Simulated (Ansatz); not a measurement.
Program: Ansatz. Geometries: PBE0-D4/def2-TZVP. ΔE: electronic, gas phase. CCSD(T)/CBS is the MP2 limit (def2-TZVPP, def2-QZVPP) plus CCSD(T) − MP2 in def2-TZVPP, frozen cores. This one scheme is used for every species. Functionals use def2-TZVPP. B3LYP here is the variant with VWN-RPA as its local correlation; programs differ in this. Each species was taken in one conformer, which may not be the lowest.

Reaction (ligand exchange at the Si–C bond): `BC([SiH3])[SiH2]F` + `OCO` → `OCO[SiH2]F` + `BC[SiH3]`

```json
{"level": "PBE-D4", "ΔE (kJ/mol)": "-72.3", "difference from CCSD(T)/CBS": "9.7"}
{"level": "PBE0-D4", "ΔE (kJ/mol)": "-74.8", "difference from CCSD(T)/CBS": "7.2"}
{"level": "B3LYP-D4", "ΔE (kJ/mol)": "-88.3", "difference from CCSD(T)/CBS": "-6.3"}
{"level": "ωB97X-V", "ΔE (kJ/mol)": "-83.9", "difference from CCSD(T)/CBS": "-1.9"}
{"level": "B2PLYP", "ΔE (kJ/mol)": "-91.5", "difference from CCSD(T)/CBS": "-9.5"}
{"level": "PBE", "ΔE (kJ/mol)": "-75.8", "difference from CCSD(T)/CBS": "6.2"}
{"level": "PBE0", "ΔE (kJ/mol)": "-78.0", "difference from CCSD(T)/CBS": "4.0"}
{"level": "HF/def2-TZVPP", "ΔE (kJ/mol)": "-107.0", "difference from CCSD(T)/CBS": "-25.0"}
{"level": "SCS-MP2/def2-TZVPP", "ΔE (kJ/mol)": "-88.3", "difference from CCSD(T)/CBS": "-6.3"}
{"level": "CCSD/def2-TZVPP", "ΔE (kJ/mol)": "-86.7", "difference from CCSD(T)/CBS": "-4.7"}
{"level": "CCSD(T)/def2-TZVPP", "ΔE (kJ/mol)": "-83.4", "difference from CCSD(T)/CBS": "-1.4"}
{"level": "HF/def2-QZVPP", "ΔE (kJ/mol)": "-108.2", "difference from CCSD(T)/CBS": "-26.2"}
{"level": "MP2/def2-QZVPP", "ΔE (kJ/mol)": "-82.7", "difference from CCSD(T)/CBS": "-0.7"}
{"level": "SCS-MP2/def2-QZVPP", "ΔE (kJ/mol)": "-87.9", "difference from CCSD(T)/CBS": "-5.9"}
{"level": "MP2/CBS(def2)", "ΔE (kJ/mol)": "-81.7", "difference from CCSD(T)/CBS": "0.3"}
{"level": "CCSD/CBS(def2)", "ΔE (kJ/mol)": "-85.3", "difference from CCSD(T)/CBS": "-3.3"}
{"level": "CCSD(T)/CBS", "ΔE (kJ/mol)": "-82.0", "difference from CCSD(T)/CBS": "0"}
```

Largest T1 diagnostic among the species: 0.012.

In def2-TZVPP, CCSD(T) changes the Hartree–Fock value by +23.6 kJ/mol (the triples alone add +3.3 kJ/mol) and MP2 by +23.9 kJ/mol. The D4 term adds +5.8 kJ/mol with B3LYP and +3.1 kJ/mol with PBE0; it sums over pairs of atoms, weighted by their polarisabilities, and B3LYP, whose exchange is more repulsive, gets the larger term.
